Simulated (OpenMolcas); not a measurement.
# Hf3+: moving or changing the point charges

Hf3+ among 6 point charges of -1.7 e arranged as a tetragonal octahedron (D4h), 2.21 Å from the ion, with the axial distance 2.365 Å. The active orbitals were held to one l.
```
   2.2100    0.0000    0.0000  -1.70
   0.0000    2.2100    0.0000  -1.70
  -2.2100    0.0000    0.0000  -1.70
   0.0000   -2.2100    0.0000  -1.70
   0.0000    0.0000    2.3647  -1.70
   0.0000    0.0000   -2.3647  -1.70
```

- Program: OpenMolcas 26.06
- Method: CASSCF
- Basis: ANO-RCC-VDZP [7s6p4d2f1g]
- Scalar Hamiltonian: DKH2, point nucleus
- Active space: 1 electron in 5 orbitals (5d)
- State averaging: 2S+1 = 2 even, 5 roots
- Spin-orbit coupling: RASSI with atomic mean-field integrals over the reference wave functions

Runs around this geometry, states (labels of D4, the rotations of D4h). Energies in cm-1 above the lowest state or level, χT in cm3 K/mol.

```json
{"R (Å)": "2.21", "Axial / equatorial distance": "1.07", "Ground state": "2E", "First state of that spin": "2B2 2240", "First gap with spin-orbit (degeneracies)": "1110 (2, 2)", "χT at 300 K": "0.069"}
{"R (Å)": "2.38", "Axial / equatorial distance": "1.07", "Ground state": "2E", "First state of that spin": "2B2 1965", "First gap with spin-orbit (degeneracies)": "1097 (2, 2)", "χT at 300 K": "0.084"}
{"R (Å)": "2.21", "Axial / equatorial distance": "1.16", "Ground state": "2E", "First state of that spin": "2B2 4608", "First gap with spin-orbit (degeneracies)": "1630 (2, 2)", "χT at 300 K": "0.075"}
```

Taking the first state of the same spin as R^-n, n = -ln(1965 / 2240) / ln(2.38 / 2.21) = 1.8 between the shortest and longest distance.

An orbital doublet at a regular site is open to a Jahn-Teller distortion, which this geometry leaves out. Point charges carry no covalency, so the field is a model and not that of real ligands. No measured value stands beside these numbers.
